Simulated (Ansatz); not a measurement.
`O[SiH2][SiH](O)[SiH3]` and `CC[SiH](O)[SiH3]` differ in one atom or group.

Ansatz, PBE0-D4/def2-TZVP geometries, multiplicity 1. Each molecule was computed in one conformer, which needn't be the lowest.

| property | `O[SiH2][SiH](O)[SiH3]` |
| --- | --- |
| HOMO energy (ωB97M-V/def2-TZVPP) / eV | -9.61 |
| size of the dipole moment (B3LYP/def2-TZVPP) / D | 2.43 |
| HOMO energy (B3LYP/def2-TZVPP) / eV | -7.44 |
| LUMO energy (PBE/def2-TZVPP) / eV | -1.88 |
| HOMO–LUMO gap (ωB97M-V/def2-TZVPP) / eV | 10.29 |
| LUMO energy (PBE0/def2-TZVPP) / eV | -1.04 |

Question: What does the change do to each property? (Estimate.)

Answer: Ansatz gave: 
```csv
property,`CC[SiH](O)[SiH3]`,shift
HOMO energy (ωB97M-V/def2-TZVPP) / eV,-9.74,-0.13
size of the dipole moment (B3LYP/def2-TZVPP) / D,1.82,-0.61
HOMO energy (B3LYP/def2-TZVPP) / eV,-7.47,-0.03
LUMO energy (PBE/def2-TZVPP) / eV,-0.96,0.92
HOMO–LUMO gap (ωB97M-V/def2-TZVPP) / eV,11.30,1.01
LUMO energy (PBE0/def2-TZVPP) / eV,-0.09,0.95
```

Dipoles are sizes alone; their direction can turn.

B3LYP here is the variant with VWN-RPA as its local correlation; programs differ in this.
